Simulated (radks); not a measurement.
Sr+, configuration [Ar] 3d10 4s2 4p5.5 5s1 4f0.5 (fractional occupations, a model configuration). Method: scalar-relativistic Kohn-Sham, BP86, spin-polarised, spherical densities, point nucleus; open shells are filled with parallel spins first (spin-orbit coupling, left out, can overturn this in heavy ions); computed with a radial shooting solver on a logarithmic mesh with Libxc functionals.

Unscreened Slater integrals over Kohn-Sham orbitals (eV). They are taken over the spin-up orbitals. Empty in this configuration: 4d.

integral,value
"F0(4f,4f)",2.7898
"F2(4f,4f)",1.4803
"F4(4f,4f)",0.96903
"F6(4f,4f)",0.71048
"F0(4f,5s)",3.5122
"G3(4f,5s)",0.49759
"F0(4f,4p)",3.5965
"F2(4f,4p)",0.29469
"G2(4f,4p)",0.052717
"G4(4f,4p)",0.033868
"F0(4f,4s)",3.5986
"G3(4f,4s)",0.023959
"F0(4f,4d)",3.5696
"F2(4f,4d)",0.64367
"F4(4f,4d)",0.26488
"G1(4f,4d)",0.37607
"G3(4f,4d)",0.21562
"G5(4f,4d)",0.14765
"F0(5s,5s)",6.7924
"F0(5s,4p)",8.4482
"G1(5s,4p)",0.69665
"F0(5s,4s)",8.5771
"G0(5s,4s)",0.42500
"F0(5s,4d)",7.7590
"G2(5s,4d)",2.3140
"F0(4p,4p)",15.988
"F2(4p,4p)",8.4028
"F0(4p,4s)",16.992
"G1(4p,4s)",11.429
"F0(4p,4d)",12.039
"F2(4p,4d)",5.4360
"G1(4p,4d)",6.4185
"G3(4p,4d)",3.8629
"F0(4s,4s)",18.240
"F0(4s,4d)",12.438
"G2(4s,4d)",4.2109
"F0(4d,4d)",10.041
"F2(4d,4d)",4.9619
"F4(4d,4d)",3.1938

Derived for the open shells (J is the average intra-shell exchange parameter used in DFT+U). 4p: J = F2/5 = 1.681 eV. 4f: F4/F2 = 0.655, F6/F2 = 0.480, J = (286 F2 + 195 F4 + 250 F6)/6435 = 0.1228 eV.
